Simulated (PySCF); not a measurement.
**How methods differ on the excitation energy of Se**

Se [Ar] 3d10 4s2 4p4 (3P) → Se [Ar] 3d10 4s1 4p5 (3P), as a difference of total energies. Calculation: PySCF 2.14, in x2c-TZVPPall; scalar relativity by spin-free X2C-1e. Correlated levels: valence and next inner shell: [Ne] frozen. The calculations carry no spin-orbit coupling.

```tsv
method	excitation energy (eV)
UHF	11.745
MP2 (valence and next inner shell)	10.957
SCS-MP2 (valence and next inner shell)	10.818
CCSD (valence and next inner shell)	10.184
CCSD(T) (valence and next inner shell)	9.733
```

Q: How much does correlation contribute at CCSD(T) (valence and next inner shell)?

A: 9.733 − (11.745) = -2.012 eV, measured against UHF.

A first-order spin-orbit estimate (lowest level to lowest level, LS coupling) adds -0.013 eV.

The upper state lies above the first ionisation limit, where it may autoionise and the basis confines it.

The coupled-cluster amplitudes are large for the upper state (T1 above 0.03 or a double amplitude above 0.15), so a single reference is strained.
